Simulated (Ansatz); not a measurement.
ClH3O3SW, SMILES `[OH][W]([OH])([OH])(=[S])[Cl]`. Total charge 0; spin multiplicity 1. Correlated methods include outer-core shells of W, which these sets cover unevenly. W takes the def2 core potential.

```xyz
9

O     0.961   -0.640    1.425
W    -0.035   -0.160   -0.093
O    -0.724    1.227   -1.156
O    -1.632   -0.279    0.864
S     0.045   -1.844   -1.363
Cl    1.991    1.070   -0.526
H     1.854   -0.321    1.578
H    -0.170    1.922   -1.520
H    -2.289   -0.976    0.791
```

Question: Give the diagnostics of a CCSD(T)/def2-TZVPP run (frozen core, Ansatz 0.2.0). (Estimate.)

Answer: The calculation gave: T1 = 0.0216, largest single amplitude 0.070, largest double 0.068, (T) share of the correlation energy 5.2 %, 14 CCSD cycles. The RHF solution is stable towards an unrestricted one. T1 lies over the customary mark of 0.02 for closed shells; compounds of d metals often pass it without a breakdown.
